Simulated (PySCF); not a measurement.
**UHF on Tc³⁺ (technetium, charge +3)**

Configuration: [Kr] 4d4, high-spin 5D determinant. Computed with PySCF 2.14 in def2-TZVPPD with the def2 core potential (28 electrons), with a scalar-relativistic core potential.

* Total energy: -78.322631 hartree
* One-electron energy: -122.1499 hartree
* Hartree (Coulomb) energy: 51.3854 hartree
* Exchange energy: -7.5582 hartree
* ⟨S²⟩: 6.0023
* ⟨L²⟩: 6.028
* Sum of ⟨r⟩: 15.35 bohr
* Sum of ⟨r²⟩: 22.54 bohr²
* Traceless quadrupole moment −½Σ⟨3z² − r²⟩ along its main axis: -0.718 e·bohr²

| shell | electrons | mean orbital energy (hartree) | spread (hartree) | rms radius, mean of both spins (bohr) |
| --- | --- | --- | --- | --- |
| 4s α | 1 | -4.57636 | 0 | 1.13 |
| 4s β | 1 | -4.32327 | 0 | 1.13 |
| 4p α | 3 | -3.37255 | 0.04314 | 1.24 |
| 4p β | 3 | -3.04612 | 0.06316 | 1.24 |
| 4d α | 4 | -1.58493 | 0.05380 | 1.63 |

Energies and moments cover only the electrons outside the core potential.
